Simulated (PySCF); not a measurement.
Sn(Me)4 (C₄H₁₂Sn), SMILES [CH3][Sn]([CH3])([CH3])[CH3].

The structure is a stationary point at PBE0-D3(BJ)/def2-SVP. The isomer is the one that the SMILES or the coordinates give; other isomers of the formula were not compared. The def2 effective core potentials stand for the cores of Sn; spin–orbit coupling is left out.

Calculation: PySCF 2.14.0 with TDA-ωB97X/def2-SVPD.

Vertical excitations; the highest root listed may be one member of a degenerate set. The molecule is in vacuum. State labels are in the subgroup D2.

Computed UV-visible absorptions:
| state | symmetry | energy (eV) | λ (nm) | f | main pairs |
|---|---|---|---|---|---|
| S1 | B3 | 7.61 | 163 | 0.170 | HOMO→LUMO (degenerate set) |
| S2 | B1 | 7.61 | 163 | 0.170 | HOMO−2→LUMO (degenerate set) |
| S3 | B2 | 7.61 | 163 | 0.170 | HOMO−1→LUMO (degenerate set) |
| S4 | A | 8.45 | 147 | 0.000 | HOMO−2→LUMO+1 30 %, HOMO→LUMO+3 30 %, HOMO−1→LUMO+2 30 % |
| S5 | B2 | 8.46 | 147 | 0.000 | HOMO→LUMO+1, HOMO−2→LUMO+3, HOMO−2→LUMO+12, HOMO→LUMO+10 (degenerate set) |
| S6 | B1 | 8.46 | 147 | 0.000 | HOMO→LUMO+2, HOMO−1→LUMO+3, HOMO→LUMO+11, HOMO−1→LUMO+12 (degenerate set) |
| T1 | B3 | 7.14 | 174 | 0 | HOMO→LUMO, HOMO→LUMO+4, HOMO−2→LUMO+2, HOMO−1→LUMO+1 (degenerate set) |
| T2 | B1 | 7.14 | 174 | 0 | HOMO−2→LUMO, HOMO−2→LUMO+4, HOMO→LUMO+2, HOMO−1→LUMO+3 (degenerate set) |
Triplets are in the Tamm–Dancoff approximation.
